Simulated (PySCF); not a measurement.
# Phosphorus: a sound run and one with changed settings

Sound run: P⁺ [Ne] 3s2 3p2, P²⁺ [Ne] 3s2 3p1. All numbers are calculated (PySCF 2.14, the non-relativistic Hamiltonian (point nucleus), in def2-SVP). The sound run starts from symmetry-adapted Hartree-Fock orbitals and uses a fine grid where one is needed.

A second run was set up differently.

```
species  method  sound run (hartree)  changed run (hartree)  converged
     P⁺     UHF           -340.23220             -340.23220        yes
     P⁺    MN15           -340.62191             -340.62130        yes
     P⁺    BP86           -340.79226             -340.79209        yes
    P²⁺     UHF           -339.52698             -339.52698        yes
    P²⁺    MN15           -339.89302             -339.89470        yes
    P²⁺    BP86           -340.06230             -340.06231        yes
```

Ionisation energy of P⁺:

```
method  sound run (eV)  changed run (eV)
   UHF          19.190            19.190
  MN15          19.834            19.772
  BP86          19.863            19.858
```

What was changed?
A. radial grid too coarse
B. basis contracted for another Hamiltonian
C. a valence shell is frozen
D. level shift left on

A. It used radial step 0.3 in ln r (0.13 in the sound run). A coarse radial grid mis-integrates the density and the exchange-correlation energy, with errors of either sign; Hartree-Fock needs no grid.
